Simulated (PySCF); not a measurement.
## Energy of Pr⁺ (praseodymium, charge +1) between two integer charges

The 6s alpha orbital of [Xe] 4f3 6s1 is emptied in steps (occupation f), with all orbitals relaxed, ending at [Xe] 4f3. Calculation: PySCF 2.14, in def2-TZVP with the def2 core potential (28 electrons) (10s7p5d4f1g, 93 functions); scalar relativity through the core potential. The exact energy is a straight line in f; departures are measured from the line between the end points of the same method.

```tsv
f	BHandHLYP (eV)
1	0.000
0.9	-0.113
0.7	-0.265
0.5	-0.316
0.3	-0.267
0.1	-0.115
0	0.000
```

```csv
method,E(f=0) − E(f=1) (eV),−ε at f=1 (eV),−ε at f=0.5 (eV)
BHandHLYP,10.622,9.362,10.618
```

Orbital energy along the path (eV):

| f | BHandHLYP |
| --- | --- |
| 1 | -9.362 |
| 0.9 | -9.613 |
| 0.7 | -10.115 |
| 0.5 | -10.618 |
| 0.3 | -11.123 |
| 0.1 | -11.641 |
| 0 | -11.903 |

Reference removal energy between the ground levels: 10.631 ± 0.02 eV (semi-empirical (NIST evaluation); NIST Atomic Spectra Database, ionization energies). The calculation has no spin-orbit coupling.
